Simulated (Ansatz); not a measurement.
The same path of AlF2H2N + H2 (8 atoms, charge 0, multiplicity 1) was run twice with different band settings. Lost on the way: H7–H8. Made: Al1–H7, N2–H8.

These are results of RKS B3LYP/def2-SVP in Ansatz, not measurements.

Relaxed end points:

```xyz
8
Properties=species:S:1:pos:R:3
Al -0.007 -0.004 0.402
N 0.027 -0.366 2.124
H -0.785 -0.628 2.673
H 0.872 -0.447 2.679
F 1.402 0.216 -0.447
F -1.426 -0.092 -0.456
H -0.256 2.302 0.307
H -0.242 2.141 1.055
```

```xyz
8
Properties=species:S:1:pos:R:3
Al -0.068 0.571 0.002
N -0.047 0.308 2.033
H -0.810 -0.329 2.280
H 0.836 -0.145 2.288
F 1.433 -0.130 -0.300
F -1.384 -0.431 -0.309
H -0.232 2.121 -0.250
H -0.144 1.158 2.593
```

Common settings: spring 5.0 eV/Å²; optimiser quadratic models (default); start path through a guess of the saddle point; force threshold 0.05 eV/Å; iteration limit 60; end points relaxed.

| run | movable images | climbing image |
| --- | --- | --- |
| 1 | 7 | yes |
| 2 | 1 | no |

**Question.** What does each run give, and how far can it be trusted?

**Answer.** Run 1: converged after 10 iterations, highest image 0.665 eV above the first end. A vibrational analysis at the climbing image gives one clearly imaginary mode, 1183i cm⁻¹: a first-order saddle point.
Run 2: converged after 9 iterations, highest image 0.459 eV above the first end. Neighbouring images differ by up to 1.3 eV, so the band resolves the path poorly. No image climbed, so the highest image needn't sit at the top of the path. So few images can step over the top or miss a turn of the path.
The orbitals stay closed-shell, which can raise the energy where a bond breaks towards radicals; this wasn't checked here.
